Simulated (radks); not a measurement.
Neutral carbon inside a hard spherical wall (all orbitals vanish at R), configuration held at [He] 2s2 2p2 and not refilled when levels cross. Method: scalar-relativistic Kohn-Sham, r2SCAN, spin-polarised, spherical densities, finite nucleus; open shells are filled with parallel spins first; meta-GGA in the generalised Kohn-Sham scheme; Fermi nuclear charge, rms radius 2.4702 fm; computed with a radial shooting solver on a logarithmic mesh with Libxc functionals. Eigenvalues in eV for spin up, with the zero of energy where the potential of the charges vanishes at infinity; a dash marks a level that is unbound or too diffuse for the functional's potential to be trusted. A positive occupied level is held by the wall or, in an anion where self-interaction has pushed it up, behind a barrier. The pressure on the wall is -dE/dV.

R (bohr) = free: E (hartree) -37.83398; kinetic (hartree) 37.742; e(1s) -277.16; e(2s) -15.704; e(2p) -6.382; e(3s, empty) -; e(3p, empty) -; pressure (GPa) 0
R (bohr) = 20: E (hartree) -37.83398; kinetic (hartree) 37.742; e(1s) -277.16; e(2s) -15.704; e(2p) -6.382; e(3s, empty) -; e(3p, empty) -; pressure (GPa) < 0.0001
R (bohr) = 12: E (hartree) -37.83398; kinetic (hartree) 37.742; e(1s) -277.16; e(2s) -15.704; e(2p) -6.382; e(3s, empty) 0.612; e(3p, empty) 1.611; pressure (GPa) < 0.0001
R (bohr) = 8: E (hartree) -37.83377; kinetic (hartree) 37.744; e(1s) -277.13; e(2s) -15.685; e(2p) -6.361; e(3s, empty) 2.150; e(3p, empty) 4.090; pressure (GPa) 0.0110
R (bohr) = 7: E (hartree) -37.83311; kinetic (hartree) 37.750; e(1s) -277.06; e(2s) -15.642; e(2p) -6.312; e(3s, empty) 3.306; e(3p, empty) 5.712; pressure (GPa) 0.0607
R (bohr) = 5: E (hartree) -37.81703; kinetic (hartree) 37.854; e(1s) -276.08; e(2s) -15.070; e(2p) -5.626; e(3s, empty) 9.846; e(3p, empty) 13.473; pressure (GPa) 2.42
R (bohr) = 3.5: E (hartree) -37.65094; kinetic (hartree) 38.612; e(1s) -270.89; e(2s) -11.869; e(2p) -1.835; e(3s, empty) 30.768; e(3p, empty) 34.050; pressure (GPa) 58.1
R (bohr) = 3: E (hartree) -37.41001; kinetic (hartree) 39.487; e(1s) -266.02; e(2s) -8.397; e(2p) 2.041; e(3s, empty) 49.276; e(3p, empty) 50.769; pressure (GPa) 190
R (bohr) = 2.5: E (hartree) -36.81547; kinetic (hartree) 41.297; e(1s) -257.50; e(2s) -1.092; e(2p) 9.619; e(3s, empty) 84.000; e(3p, empty) 80.602; pressure (GPa) 690
